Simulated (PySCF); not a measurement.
Compound: [CuF4]2- (charge -2 and doublet state).
Z-matrix (Å and degrees, PBE0-D3(BJ)/def2-SVP geometry), rows numbered from 1:
```
Cu
F   1  1.9208
F   1  1.9207  2   98.19
F   1  1.9207  2  135.64  3  -110.65
F   1  1.9208  2   98.21  3   138.64
```

Method: PySCF, PBE0-D3(BJ)/def2-SVP geometry optimisation, gas phase.

Take the most abundant isotopes and a rigid rotor. 

**Question.** Give the principal moments of inertia and the rotational constants in MHz.

**Answer.** Ia = 160.15, Ib = 160.16, Ic = 240.40 u·Å²; 505379 MHz·u·Å²/I gives A = 3156, B = 3155, C = 2102 MHz.

**Question.** What kind of rotor is it?

**Answer.** An oblate symmetric top, as the point group D2d requires two equal moments; Ray's κ = 1.000.

**Question.** Is it planar, by Δ = Ic − Ia − Ib?

**Answer.** Not planar: Δ = Ic − Ia − Ib = -79.92 u·Å². For a rigid frame Δ = −2 Σ m c², so Σ m c² = 39.96 u·Å² lies off the ab plane. The atom farthest from that plane is 0.73 Å away.

**Question.** Give the other two planar moments, Paa and Pbb, and the rms extents of the mass along the axes.

**Answer.** Paa = Σ m a² = (Ib + Ic − Ia)/2 = 120.20 and Pbb = Σ m b² = (Ia + Ic − Ib)/2 = 120.20 u·Å². With the mass M = 138.92 u, the rms extents √(P/M) along a, b and c are 0.93, 0.93, 0.54 Å.

The point group D2d allows no dipole (computed: 0.00 D (about the centre of mass, as the species is charged)), so a rigid rotor has no electric-dipole lines.

**Question.** Estimate the classical rotational partition function at 25 K, 50 K and 100 K.

**Answer.** Point group D2d, symmetry number σ = 4; q = (√π/σ)·√((kT/h)³/(ABC)), k/h = 20836.6 MHz/K: 1150 at 25 K, 3260 at 50 K, 9210 at 100 K.

For this open shell read J as N, the rotation without spin; fine and hyperfine splittings come on top. No PBE0-D3(BJ)/def2-SVP frequencies stand behind this structure, so it isn't proved a minimum. ⟨S²⟩ = 0.752 (exact for a doublet: 0.75). Whether so highly charged an anion holds all its electrons in the gas phase wasn't checked; a finite basis holds them in any case. The ion is multiply charged and computed without counter-ions or solvent. The geometry's basis has no diffuse functions, a weakness for an anion. Zero-point vibration and centrifugal distortion are left out.

Caution for open-shell metal species: one SCF solution and one stationary point were followed, and a lower state or a bent or distorted shape isn't ruled out.
